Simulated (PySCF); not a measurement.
Molecular orbitals of TeI

HSE06 at R = 2.662 Å; PySCF, spin-free X2C with a Gaussian nucleus, basis sets Te x2c-TZVPPall, I x2c-TZVPPall. State: ²Π (doublet), unpaired electrons π ↑. Only the outer orbitals are listed, counted within each symmetry.

| spin | orbital | occ. | ε (eV) | on Te (%) | main shells (%) |
| --- | --- | --- | --- | --- | --- |
| α | 19σ | 1 | -19.77 | 22 | 76 I s, 19 Te s |
| α | 20σ | 1 | -16.51 | 75 | 75 Te s, 20 I s |
| α | 21σ | 1 | -9.48 | 43 | 55 I p, 38 Te p |
| α | 11π | 1 | -8.61 | 39 | 61 I p, 38 Te p |
| α | 11π | 1 | -8.19 | 25 | 75 I p, 24 Te p |
| α | 12π | 1 | -6.76 | 62 | 61 Te p, 38 I p |
| α | 12π | 1 | -6.02 | 75 | 75 Te p, 24 I p |
| α | 22σ | 0 | -3.09 | 59 | 56 Te p, 36 I p |
| α | 13π | 0 | 3.36 | 54 | 54 Te d, 45 I d |
| α | 13π | 0 | 3.73 | 51 | 50 Te d, 48 I d |
| β | 19σ | 1 | -19.57 | 18 | 81 I s, 14 Te s |
| β | 20σ | 1 | -15.79 | 78 | 78 Te s, 16 I s |
| β | 21σ | 1 | -9.32 | 42 | 56 I p, 35 Te p |
| β | 11π | 1 | -8.11 | 22 | 78 I p, 20 Te p |
| β | 11π | 1 | -7.94 | 15 | 85 I p, 13 Te p |
| β | 12π | 1 | -5.80 | 78 | 78 Te p, 21 I p |
| β | 12π | 0 | -4.69 | 84 | 84 Te p, 14 I p |
| β | 22σ | 0 | -2.86 | 61 | 57 Te p, 34 I p |
| β | 13π | 0 | 3.77 | 50 | 49 I d, 49 Te d |

**Question.** Which are the highest filled and the lowest empty level, where do they sit, and how wide is the gap?

**Answer.** Highest filled β 12π at -5.80 eV (in %: 78 Te p, 21 I p); lowest empty β 12π at -4.69 eV (in %: 84 Te p, 14 I p); the gap at HSE06 is 1.11 eV. Both belong to one degenerate shell, split only by its one-sided filling, so this is no excitation gap.

```json
{
 "bond order (Mayer)": "1.38",
 "⟨S²⟩": "0.754",
 "charge on Te (Mulliken, basis-dependent)": "0.07",
 "charge on Te (Löwdin, basis-dependent)": "-0.02",
 "dipole moment (positive dipole means Te(−)I(+))": "-0.39 D"
}
```

Spin–orbit coupling is left out. The state was picked by a PBE0 search and need not be the measured ground state.
